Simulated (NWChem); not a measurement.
Si2NH7O; SMILES N[SiH2]O[SiH3]

```xyz
11

Si     0.2072     1.9683    -0.0503
O     -0.3364     0.4545     0.3044
Si    -0.5413    -1.1460    -0.0823
N      0.8518    -2.1529     0.0357
H      0.1625     2.2281    -1.5168
H     -0.6472     2.9687     0.6393
H      1.6118     2.1419     0.4111
H     -1.5425    -1.6675     0.8750
H     -0.9951    -1.2313    -1.4935
H      1.2504    -2.3829     0.9381
H      1.5661    -2.1341    -0.6822
```
Atoms are numbered in this order, from 1.

Results from NWChem. All runs use the structure optimised with B3LYP/6-31G* (spherical d).

Question: Estimate the computed values for BLYP/def2-TZVP. Quantities: highest occupied level (eV); orbital gap (eV); dipole (D).

Answer: 
| Property | Value |
|---|---|
| highest occupied level (eV) | -6.22 |
| orbital gap (eV) | 5.70 |
| dipole (D) | 1.44 |
